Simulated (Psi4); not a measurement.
trifluoroacetic acid (C$_{2}$HF$_{3}$O$_{2}$), singlet, geometry from GFN2-xTB. Base run: B3LYP/6-31G run with Psi4.

Here is a job for Psi4.
```
memory 2 GB

molecule {
0 1
  O     1.58117628   -0.84821747    0.38900017
  C     0.94347052    0.23215721   -0.01055559
  O     1.42485188    1.27590560   -0.32008031
  C    -0.59069935   -0.04820435   -0.02532297
  F    -1.02806939   -0.38485394    1.19219374
  F    -1.27633644    1.01849029   -0.42372265
  F    -0.88562209   -1.05668212   -0.85174030
  H     2.54539899   -0.71781028    0.41333544
}

set basis 6-31g

energy('b3lyp')
print_variables()
```

The base run was repeated with changes; each row names its change, and settings that it needs were set with it.

```tsv
change	E (Eh)	SCF-reference dipole (D)	core-seconds (rough)
base	-526.62016	2.70	9
functional = wb97x	-526.50486	2.75	10
functional = m06-2x	-526.43641	2.78	10
functional = m11	-526.46055	2.84	20
functional = revpbe	-526.46791	2.59	10
functional = scan	-526.46824	2.75	20
functional = dsd-pbep86	-525.51333	-	8
functional = tpssh	-526.61734	2.69	20
functional = pbe	-526.11704	2.61	10
functional = bhhlyp	-526.38214	2.80	9
functional = r2scan	-526.39586	2.74	20
functional = m06-l	-526.57153	2.76	20
functional = m06	-526.42672	2.80	20
```

Total energies compare only within one method and basis.
